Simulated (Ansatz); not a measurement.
A run for Ansatz (a program for electronic structure): R-RI-MP2/aug-cc-pV(Q+d)Z on HCl (SMILES Cl). Files ending in .json are basis or fitting sets from the Basis Set Exchange.

Ansatz 0.2 input:
```yaml
crystal:
  periodic: [false, false, false]
  atoms:
    - {symbol: Cl, position_ang: [0.04391659, -0.22378811, -0.15161709]}
    - {symbol: H, position_ang: [-0.36988407, -0.71966928, 0.96291862]}
basis:
  gaussian:
    orbitals: aug-cc-pV_Q+d_Z.json
    fitting: {mean_field: def2-universal-JKFIT, correlation: aug-cc-pVQZ-RIFIT.json}
magnetization: {spin_polarized: false}
correlation: {method: mp2, electrons: outside_noble_gas}
scf: {lower_state_search: off}
```

Question: Give the final energy of this run.

Answer: -460.3370 hartree.
